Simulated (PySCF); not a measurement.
# Spinor energies of Tb²⁺ (terbium, charge +2)

Start: [Xe] 4f9; 4f5/2 filled at m_j = -5/2, -3/2, -1/2, +1/2, +3/2, +5/2; 4f7/2 filled at m_j = +3/2, +5/2, +7/2. Calculated with PySCF 2.14 in x2c-TZVPPall-2c (11s11p10d4f2g, 140 functions): generalised Hartree-Fock with the X2C-1e Hamiltonian and a Gaussian nucleus; one run each with spin-orbit coupling (SO) switched off, then screened by Boettger's factors.

```tsv
spinor shell	electrons	ε, spin-free (eV)	ε, screened SO (eV)	weight of nominal j (screened SO)	rms radius, screened SO (bohr)
1s1/2	2	-52269.8	-52259.5	1.000	0.0245
2s1/2	2	-8798.4	-8795.3	1.000	0.0989
2p1/2	2	-7814.9	-8341.8	1.000	0.0846
2p3/2	4	-7814.9	-7590.4	1.000	0.0911
3s1/2	2	-2013.1	-2012.1	1.000	0.255
3p1/2	2	-1703.7	-1814.7	1.000	0.246
3p3/2	4	-1703.7	-1655.6	1.000	0.260
3d3/2	4	-1299.0	-1319.6	0.998	0.232
3d5/2	6	-1299.0	-1284.3	0.999	0.236
4s1/2	2	-433.12	-432.81	1.000	0.576
4p1/2	2	-328.73	-354.90	0.986	0.592
4p3/2	4	-328.73	-317.24	0.993	0.621
4d3/2	4	-182.22	-190.40	0.791	0.671
4d5/2	6	-182.22	-176.52	0.861	0.679
5s1/2	2	-71.454	-71.403	1.000	1.44
5p1/2	2	-44.278	-48.093	0.942	1.61
5p3/2	4	-44.278	-42.610	0.971	1.72
4f5/2	6	-27.427	-27.045	0.722	0.974
4f7/2	3	-27.427	-28.022	0.806	0.963
```

```tsv
quantity	spin-free	screened SO
E (hartree)	-11700.08053	-11708.19231
M_J	15/2	15/2
⟨J²⟩	63.768	63.775
⟨L²⟩	30.009	30.561
⟨S²⟩	8.759	8.637
```

Each row is a mean over spinors that exchange with the open shell spreads, by up to 15.223 eV (4d5/2).

Rows whose weight is well below 1 are mixtures of j = l ± 1/2: exchange outweighs spin-orbit coupling there, and the label is only the starting occupation.

Breit and QED terms are absent; they matter most for the inner s and p1/2 levels.

Densities and radii are taken from the X2C orbitals without a picture-change correction, which distorts them close to the nucleus.

Without spin-orbit coupling the j labels of p, d and f shells carry no meaning; the spin-free column gives the mean over the occupied spinors of each nl shell.
